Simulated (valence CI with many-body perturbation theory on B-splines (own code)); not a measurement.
Hyperfine factors and g values of Os²⁷⁺

Calculated by configuration interaction combined with many-body perturbation theory (CI+MBPT): three valence electrons over a frozen Dirac-Fock core [Kr] 4d10, radial functions for each j: 7 s, 7 p, 7 d, 7 f, 4 g, 2 h, with the one-electron correlation potential Σ1, the two-electron term Σ2, the three-electron term Σ3, Breit, model QED; selected CI, second order for the rest, scaled by the run's own slope (own B-spline code, finite nucleus).

The last digits are not significant, and no measured levels were compared; by estimate large intervals hold to a few tenths of a per cent, small ones and those within an open d or f shell to about a per cent. Excitations out of the core, of the other parity, are not computed and may begin above about 171 eV (a cautious bound); beyond it only levels of the ground parity were kept, without lifetimes.

A/g_I is the dipole constant over the nuclear g factor μ/I (μ in nuclear magnetons, uniformly magnetised nucleus), B/Q the quadrupole constant per barn. Both hold the static response of the core; the bare values leave it out. Large factors of s and p1/2 electrons are usually good to 5 to 10 %; those of open d and f shells near neutrality can be off by tens of per cent, and small factors of p3/2, d and f electrons come from cancelling terms and can be off by a factor of two or in sign, in half-filled shells by more. B is blank for J = 1/2, where it vanishes, and for nearly pure S terms. Energies count from the lowest level.

Names give the largest LS component (configuration and term), which can be under half, so a name can repeat, a term be missing and a line seem to break the LS rules; names also repeat where a configuration has a term twice. Letters in brackets count levels of one name in rising energy.

```tsv
Level	E (eV)	g	A/g_I (MHz)	A/g_I bare	B/Q (MHz/b)	B/Q bare
4f3 4I°_9/2	0.000	0.765	4940	4710	1410	1280
4f3 4I°_11/2	3.132	0.970	3590	3640	1890	1670
4f3 4F°_3/2	4.665	0.648	5410	4980	-793	-710
4f3 4I°_13/2	5.652	1.087	2950	3180	2760	2430
4f3 2H°_9/2 [a]	6.234	1.010	3580	3720	-2000	-1810
4f3 4F°_5/2	6.727	0.928	3780	3770	1160	1040
4f3 4S°_3/2	7.636	1.552	278	1200	-1080	-999
4f3 4I°_15/2	7.732	1.157	2650	2990	3990	3510
4f3 4F°_7/2	7.744	1.056	3180	3370	-3680	-3320
4f3 4G°_5/2	7.767	0.737	4720	4400	-3250	-2900
4f3 4G°_7/2	9.258	1.047	2970	3110	2180	1950
4f3 4F°_9/2	10.133	1.177	2330	2680	-776	-717
4f3 2K°_13/2	10.182	0.956	3490	3500	6430	5760
4f3 2H°_11/2 [a]	10.325	1.113	2650	2900	110	37.6
4f3 2D°_3/2 [a]	11.123	1.147	2450	2750	228	227
4f3 2P°_1/2	11.371	0.386	9670	9170		
4f3 2G°_7/2 [a]	11.587	1.008	3010	3080	-3650	-3270
4f3 4G°_9/2	11.768	1.119	2730	3000	-70.0	-70.4
4f3 2L°_15/2 [a]	11.970	1.034	3120	3260	8630	7700
4f3 2D°_5/2 [a]	12.084	1.195	2680	3120	2280	2050
4f3 2H°_11/2 [b]	12.953	1.062	2980	3170	2750	2440
4f3 2D°_3/2 [b]	13.284	1.112	2330	2550	209	203
4f3 2D°_5/2 [b]	13.802	1.199	1990	2350	-3270	-2940
4f3 4G°_11/2	14.477	1.111	2620	2870	1590	1400
4f3 2H°_9/2 [b]	14.647	1.079	2740	2930	437	407
4f3 4D°_1/2	15.183	0.271	8860	8020		
4f3 2I°_13/2	15.897	1.065	3000	3200	4500	4030
4f3 4D°_7/2	15.984	1.396	895	1550	6000	5330
4f3 2D°_3/2 [c]	16.020	1.041	3120	3270	2320	2070
4f3 2L°_15/2 [b]	16.221	1.008	2900	2960	8960	8010
4f3 2L°_17/2	16.397	1.056	2970	3140	12400	11000
4f3 2H°_9/2 [c]	16.608	1.009	2830	2890	215	194
4f3 2F°_5/2 [a]	17.661	1.039	3520	3710	13.1	19.6
4f3 2D°_3/2 [d]	18.757	1.015	2780	2830	-3070	-2740
4f3 2H°_11/2 [c]	19.180	1.072	2630	2790	1840	1650
4f3 2F°_7/2 [a]	20.723	1.139	2670	2990	2120	1890
4f3 2D°_5/2 [c]	21.239	1.108	2650	2890	5340	4750
4f3 2G°_9/2	21.967	1.092	2910	3150	3480	3140
4f3 2G°_7/2 [b]	22.378	0.925	3090	2990	7200	6440
4f3 2F°_7/2 [b]	30.048	1.123	2430	2680	6580	5900
```

(1) Take the isotope of mass number 189, with I = 3/2, μ = 0.6576 μN and Q = 0.86 b. What is the hyperfine structure of 4f3 4I°_9/2?

## Answers

(1) From the table A = 2160 MHz, B = 1210 MHz. Shifts from the centre of gravity in MHz: F = 3: -17300, F = 4: -9430, F = 5: 1120, F = 6: 14900.
